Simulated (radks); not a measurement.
Q: Valence configurations of the cerium ion Ce+ (all share [Xe]). Calculated with a radial shooting solver on a logarithmic mesh with Libxc functionals: scalar-relativistic Kohn-Sham, PBEsol, spin-polarised, spherical densities, point nucleus; open shells are filled with parallel spins first (spin-orbit coupling, left out, can overturn this in heavy ions). Order these by energy: 5d2 6p1; 4f1.5 5d1.5; 4f2 5d1; 4f0.5 5d2.5; 5d2 6s1; 4f1 5d2; 4f0.5 5d1.5 6p1; 4f0.5 5d0.5 6p2; 4f3; 4f0.5 5d2 6p0.5.

A: From the lowest, in eV above it: 4f1.5 5d1.5 0.000; 4f2 5d1 0.346; 4f1 5d2 0.494; 4f0.5 5d2.5 1.973; 4f3 2.795; 4f0.5 5d2 6p0.5 3.694; 5d2 6s1 5.264; 4f0.5 5d1.5 6p1 5.613; 5d2 6p1 8.740; 4f0.5 5d0.5 6p2 10.081. NIST lists [Xe] 4f1 5d2 as the ground configuration; this level of theory puts 4f1.5 5d1.5 lower, by 0.494 eV. The energies are those of spherical high-spin densities, not of single terms.
